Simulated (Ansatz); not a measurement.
Mulliken charges of C₂H₅ClSi₂ (`[SiH3][Si]1(Cl)C=C1`) from r2SCAN/def2-TZVPP in Ansatz (PBE0-D4/def2-TZVP geometry).

| atom | x (Å) | y (Å) | z (Å) | charge (e) |
| --- | --- | --- | --- | --- |
| Si1 | -1.312 | -1.139 | -0.714 | 0.159 |
| Si2 | 0.581 | -0.212 | 0.261 | 0.422 |
| Cl3 | 1.878 | -1.735 | 0.774 | -0.251 |
| C4 | 0.639 | 1.355 | 1.143 | -0.175 |
| C5 | 1.216 | 1.441 | -0.059 | -0.175 |
| H6 | -2.254 | -0.044 | -1.061 | -0.056 |
| H7 | -0.930 | -1.881 | -1.944 | -0.050 |
| H8 | -1.960 | -2.077 | 0.238 | -0.050 |
| H9 | 0.491 | 2.028 | 1.979 | 0.088 |
| H10 | 1.734 | 2.213 | -0.615 | 0.088 |

By hand: the dipole of these point charges (1 e Å = 4.8032 D).

Σ q r = (-0.293, 0.249, -0.123) e Å, of length 0.404 e Å = 1.94 D.

How does the dipole of the full density compare? (An estimate is asked.)

The calculation gave: (-0.161, 0.297, -0.056) e Å, 1.64 D; the point charges give 1.18 times that, at 22° from its direction.

Point charges leave out the atoms' own dipoles, such as those of lone pairs, and Mulliken's split depends on the basis, so the two needn't agree.
